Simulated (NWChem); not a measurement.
Species: CH4Be; SMILES [CH3][BeH]

```xyz
6

Be     0.0000     0.0000    -1.0606
H      0.0000     0.0000    -2.4050
C      0.0000     0.0000     0.6189
H      0.7236     0.7312     1.0443
H      0.2715    -0.9923     1.0443
H     -0.9951     0.2610     1.0443
```
Atoms are numbered in this order, from 1.

Computed with NWChem. Structure relaxed at the PBE-D3(BJ)/def2-SVP level. Vertical excitations in the gas phase; the lowest state need not have the same character in each row.

| level | lowest excitation, singlet (eV) | oscillator strength of that lowest state | lowest state with f > 0.02, singlet (eV) | orbital gap (eV) |
|---|---|---|---|---|
| PBE/def2-SVP, full TDDFT | 6.11 | 0.000 | 7.55 | 6.04 |
| B3LYP/def2-SVP, full TDDFT | ___ | 0.000 | 7.96 | ___ |
| LRC-wPBEh/def2-SVP, full TDDFT | 6.55 | 0.001 | 8.11 | 11.73 |
| PBE0/def2-SVP, full TDDFT | 6.50 | 0.001 | 8.01 | 8.23 |

Task: Fill in the missing entries.

Result: 
- B3LYP/def2-SVP, full TDDFT, lowest excitation, singlet (eV): 6.41
- B3LYP/def2-SVP, full TDDFT, orbital gap (eV): 7.76
